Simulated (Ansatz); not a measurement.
Stepwise reaction of `[NH2][Ge]([F])([F])[F]` with ammonia, as a gas-phase model of exchange steps in deposition or etching. ΔE in kJ/mol; ΔG adds harmonic PBE0-D4 terms to CCSD(T)/CBS, at 1 bar.

Computed with Ansatz on PBE0-D4/def2-TZVP structures; ΔE is electronic, products minus reactants. CBS: MP2 limit from def2 TZ/QZ plus the TZ coupled-cluster correction, frozen cores. This one scheme is used for every species. DFT in def2-TZVPP. B3LYP here is the variant with VWN-RPA as its local correlation; programs differ in this. For Ge outer-core shells are correlated without core-valence functions, which leaves a few kJ/mol of doubt a bond. Scalar relativity is left out up to krypton. One conformer a species, not always the lowest.

```
step                                                                   reaction  PBE-D4  B3LYP-D4  ωB97M-V  CCSD(T)/CBS  ΔG(600 K)
   2      `[NH2][Ge]([NH2])([F])[F]` + NH₃ → `[NH2][Ge]([NH2])([NH2])[F]` + H–F    59.0      62.1     61.6         53.0       47.6
   3  `[NH2][Ge]([NH2])([NH2])[F]` + NH₃ → `[NH2][Ge]([NH2])([NH2])[NH2]` + H–F    70.2      73.6     72.6         63.5       64.5
```

Task: Give the row of step 1, `[NH2][Ge]([F])([F])[F]` + NH₃ → `[NH2][Ge]([NH2])([F])[F]` + H–F. (An estimate is asked.)

Result: The calculation gave: 
```csv
step,reaction,PBE-D4,B3LYP-D4,ωB97M-V,CCSD(T)/CBS,ΔG(600 K)
1,`[NH2][Ge]([F])([F])[F]` + NH₃ → `[NH2][Ge]([NH2])([F])[F]` + H–F,34.8,36.9,36.7,29.2,37.1
```

Task: By hand: ΔE of the 3 steps together at CCSD(T)/CBS.

Result: (29.2) + (53.0) + (63.5) = 145.7 kJ/mol, or 48.6 kJ/mol a step.

In ΔE each step is higher than the one before. All are uphill at CCSD(T)/CBS. ΔG lies between 37.1 and 64.5 kJ/mol a step. PBE-D4 differs from CCSD(T)/CBS by 5.6 to 6.7 kJ/mol a step. Isolated molecules leave out the surface, adducts and barriers. Largest T1 diagnostic: 0.012.
